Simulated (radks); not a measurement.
Results of a calculation; reference values are marked as such.
Spherical jellium clusters: N electrons in a uniform positive sphere of charge N and radius rs N^(1/3), rs = 2.44 bohr. Level of theory: non-relativistic Kohn-Sham, LDA (Slater exchange, Perdew-Wang correlation), spin-polarised, spherical densities (a radial shooting solver with Libxc functionals). Levels are named by radial order and angular momentum (1s, 1p, 1d, 2s, ...), and open shells are averaged over m.

N = 3, configuration 1s2 1p(up 1, down 0). This is the lowest configuration that the search found. Occupied and some empty levels:

level,occupation,eigenvalue (eV),<r> (bohr)
1s up,1,-6.4041,2.891
1s down,1,-5.9585,2.867
1p up,1,-2.3928,4.425
1p down,0,-1.9236,4.570
2s up,0,-0.62984,8.337
2s down,0,-0.46896,9.051

Energy (eV): total -1.85440, kinetic 10.296, external -73.297, Hartree 32.952, exchange-correlation -13.560, background 41.756.
